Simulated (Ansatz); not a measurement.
Nudged elastic band run: AlBClFH₂O

The input (input.yaml):

```yaml
crystal:
  periodic: [false, false, false]
  atoms:
    - { symbol: O, position_ang: [-0.643897, 1.165922, -1.386223] }
    - { symbol: Al, position_ang: [-0.412531, -0.271813, -0.468586] }
    - { symbol: F, position_ang: [-1.190375, -1.687889, -0.986751] }
    - { symbol: B, position_ang: [0.811464, -0.294289, 1.272297] }
    - { symbol: Cl, position_ang: [1.638311, 1.16741, 1.766641] }
    - { symbol: H, position_ang: [-1.1984, 1.176845, -2.173048] }
    - { symbol: H, position_ang: [0.995427, -1.256176, 1.97568] }
basis:
  gaussian: { orbitals: cc-pVDZ }
hamiltonian:
  xc: pbe0
neb:
  order_check: false
  images: 1
  f_tol: 0.05
  max_iterations: 60
  initial_path: idpp
  climbing: true
  final_atoms:
    - { symbol: O, position_ang: [-0.93910415, 1.16571782, -1.32499434] }
    - { symbol: Al, position_ang: [-0.33657886, -0.22050143, -0.50046494] }
    - { symbol: F, position_ang: [-0.67934143, -1.75104223, -1.14431699] }
    - { symbol: B, position_ang: [0.80898148, 0.01829268, 1.27553247] }
    - { symbol: Cl, position_ang: [1.65679834, -1.3575293, 1.95205293] }
    - { symbol: H, position_ang: [-1.44911476, 1.09198718, -2.13813916] }
    - { symbol: H, position_ang: [0.93835839, 1.05308526, 1.88034002] }
```

Run as:

```bash
$ ansatz run input.yaml --threads 1 --pin off --max-ram 2048MiB --backend cpu --events-out ev --progress --plain --runs-dir out
```

Output, in part (warnings, iteration lines, the closing report on the highest movable image, with atoms numbered from 0):

```
NEB end point (image 0): max|allowed force component| = 4.080e-3 eV/Å (the criterion of neb.relax_end_points is 1.000e-2)
NEB end point (image 2): max|allowed force component| = 6.301e-3 eV/Å (the criterion of neb.relax_end_points is 1.000e-2)
NEB iter   1: max|band force component| = 8.772e-1 eV/Å  barrier→ = 0.0764 eV  barrier← = 0.0799 eV  Δτ_max = 0.0833 Å  (78 SCF iters)
NEB iter   2: max|band force component| = 5.665e-1 eV/Å  barrier→ = 0.0216 eV  barrier← = 0.0250 eV  Δτ_max = 0.0627 Å  (31 SCF iters)
NEB iter   3: max|band force component| = 1.490e-1 eV/Å  barrier→ = -0.0009 eV  barrier← = 0.0025 eV  CI = image 1  Δτ_max = 0.0190 Å  (31 SCF iters)
NEB iter   4: max|band force component| = 9.634e-2 eV/Å  barrier→ = -0.0034 eV  barrier← = 0.0001 eV  CI = image 1  Δτ_max = 0.0175 Å  (32 SCF iters)
NEB iter   5: max|band force component| = 2.676e-2 eV/Å  barrier→ = -0.0047 eV  barrier← = -0.0012 eV  CI = image 1  Δτ_max = 0.0000 Å  (58 SCF iters)
Total energy: -24583.34919602 eV, -903.4214197613 hartree
Atom 0 at    -1.424057     1.117126    -0.749128 Å, force     0.010104     0.010070     0.012809 eV/Å
Atom 1 at    -0.405440    -0.240606    -0.470965 Å, force     0.007566    -0.026833    -0.004435 eV/Å
Atom 2 at    -0.551244    -1.600437    -1.476114 Å, force     0.002148     0.021097     0.010790 eV/Å
Atom 3 at     1.011641    -0.226661     1.107853 Å, force    -0.005969    -0.000869    -0.008291 eV/Å
Atom 4 at     2.596251     0.482431     0.836369 Å, force    -0.007835    -0.003241     0.001132 eV/Å
Atom 5 at    -2.070325     1.148548    -1.461035 Å, force    -0.009615    -0.005039    -0.011158 eV/Å
Atom 6 at     0.843172    -0.680391     2.213030 Å, force     0.003601     0.004814    -0.000847 eV/Å
Dipole moment:    -0.125094     0.100873     0.063622 e Å
```

It converged. The highest image is an end point: on this band no image between the ends rises above it. So few images can step over the top or miss a turn of the path.

Final band (atoms are numbered from 1 in the order of the input):

```tsv
image	path coordinate (Å)	energy (kJ/mol)	dihedral F3–Al2–B4–Cl5 (°)
0	0.00	0.0	178
1	1.99	-0.5	95
2	4.05	-0.3	11
```

The run took 30 s on 1 thread of Arm Neoverse V1 (shared host), peak memory 0.18 GiB.
